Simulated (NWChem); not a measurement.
Si₃H₆, singlet; SMILES [SiH3][Si][SiH3]

```xyz
9

Si     0.0000     0.0000     1.3049
Si    -1.6771     0.1369    -0.3807
H     -1.9345    -1.3272    -0.6259
H     -1.2797     0.7559    -1.6868
H     -2.9604     0.7572     0.0742
Si     1.6771    -0.1369    -0.3807
H      1.9345     1.3272    -0.6259
H      1.2797    -0.7559    -1.6868
H      2.9604    -0.7572     0.0742
```
Atoms are numbered in this order, from 1.

Program: NWChem. Low-valent species are run as closed-shell singlets; no triplet was tried in these runs. All runs use the structure optimised with PBE0/def2-SVP. GIAO values for the isolated, static molecule; σ is the absolute isotropic shielding, δ = σ(reference) − σ with the isolated reference molecule computed at the same levels (1H: tetramethylsilane, 29Si: tetramethylsilane).

```json
[
 {"level": "BHandHLYP/pcSseg-1", "δ Si1 (ppm)": "1353.1", "δ Si2 (ppm)": "-65.1", "δ H3 (rotor mean) (ppm)": "4.58"},
 {"level": "PBE0/pcSseg-1", "δ Si1 (ppm)": "1327.6", "δ Si2 (ppm)": "-62.5", "δ H3 (rotor mean) (ppm)": "4.86"},
 {"level": "PBE/pcSseg-1", "δ Si1 (ppm)": "1293.0", "δ Si2 (ppm)": "-59.5", "δ H3 (rotor mean) (ppm)": "4.96"}
]
```
